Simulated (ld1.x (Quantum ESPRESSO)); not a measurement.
## Logarithmic derivatives: praseodymium (Pr), PAW

```json
{"Element": "praseodymium", "Generator": "ld1.x (Quantum ESPRESSO) 7.5", "Type": "PAW", "Functional": "LDA (PZ)", "Relativity": "scalar-relativistic", "Frozen core": "[Kr] 4d10", "Valence charge": "13", "Reference configuration": "4f3 5s2 5p6 5d0 6s2 6p0", "Partial waves": "5s (bound): rcut 2.20, rcutus 2.75 bohr; 6s (bound): rcut 2.20, rcutus 2.75 bohr; 5p (bound): rcut 2.35, rcutus 2.95 bohr; 6p (bound, empty): rcut 2.35, rcutus 2.95 bohr; 5d (bound, empty): rcut 2.90, rcutus 3.65 bohr; 5d channel at 0.6 Ry: rcut 2.90, rcutus 3.65 bohr; 4f (bound): rcut 1.40, rcutus 1.90 bohr; 4f channel at 1.45 Ry: rcut 1.40, rcutus 1.90 bohr", "Local potential": "all-electron potential smoothed inside 1.45 bohr (lloc = -2)", "Core correction": "Bessel-smoothed model core inside 1.20 bohr", "Augmentation charge": "BESSEL, radius 1.45 bohr"}
```

The phase is arctan(r·u′/u) with u = r·R(r), unwrapped; energies in Ry, scanned from -5 to 5 Ry. A pole is an energy at which the radial function vanishes at the test radius. The pseudo phase is shifted by a multiple of π to meet the all-electron one at the reference energy, and phase errors are pseudo minus all-electron; the curves can meet again beyond the range given. Levels narrower than the energy grid can be missing from the lists of poles.

```
channel  radius (bohr)  reference energy (Ry)  poles, all-electron      poles, pseudo  unbroken range about the reference energy with phases within 0.05 rad  phase error 1 Ry above the reference energy (rad)
      s           3.97                  -0.26    -2.86, 0.75, 4.85  -2.86, 0.75, 1.78                                                              below 1.6                                             -0.000
      p           3.97                  -0.09          -1.55, 1.49        -1.55, 1.39                                                            -4.3 to 2.0                                             -0.012
      d           3.97                  -0.16           0.14, 2.91  -1.88, 0.13, 1.99                                                            -1.5 to 1.0                                             -0.009
      f           3.97                  -0.11          -0.08, 1.89        -0.08, 1.89                                                              below 3.1                                             +0.001
```

The ghost test of this file was not conclusive. Its overlap operator is not positive definite in a basis up to 400 Ry (lowest eigenvalue p -0.17, d -0.95), so the file is unfit for use: the generalised eigenproblem breaks down once the basis is large enough, and its test numbers describe a broken file.

Phases in the s channel:

```csv
E (Ry),all-electron,pseudo
-5.00,1.451,1.451
-4.74,1.447,1.447
-4.48,1.443,1.443
-4.22,1.439,1.439
-3.96,1.433,1.433
-3.70,1.427,1.427
-3.44,1.420,1.420
-3.18,1.411,1.411
-2.92,1.366,1.366
-2.66,-1.736,-1.736
-2.40,-1.752,-1.752
-2.14,-1.768,-1.768
-1.88,-1.787,-1.787
-1.62,-1.812,-1.812
-1.36,-1.848,-1.848
-1.10,-1.903,-1.903
-0.84,-2.001,-2.001
-0.58,-2.231,-2.231
-0.32,-3.019,-3.019
-0.06,-4.146,-4.146
0.20,-4.495,-4.495
0.46,-4.630,-4.630
0.72,-4.706,-4.706
0.98,-4.760,-4.761
1.24,-4.809,-4.812
1.50,-4.861,-4.878
1.76,-4.929,-7.727
2.02,-5.042,-8.086
2.28,-5.293,-8.251
2.54,-6.123,-8.657
2.80,-7.187,-9.798
3.06,-7.520,-10.492
3.32,-7.649,-10.710
3.58,-7.718,-10.809
3.84,-7.761,-10.866
4.10,-7.793,-10.904
4.36,-7.817,-10.931
4.62,-7.838,-10.953
4.88,-7.856,-10.971
```
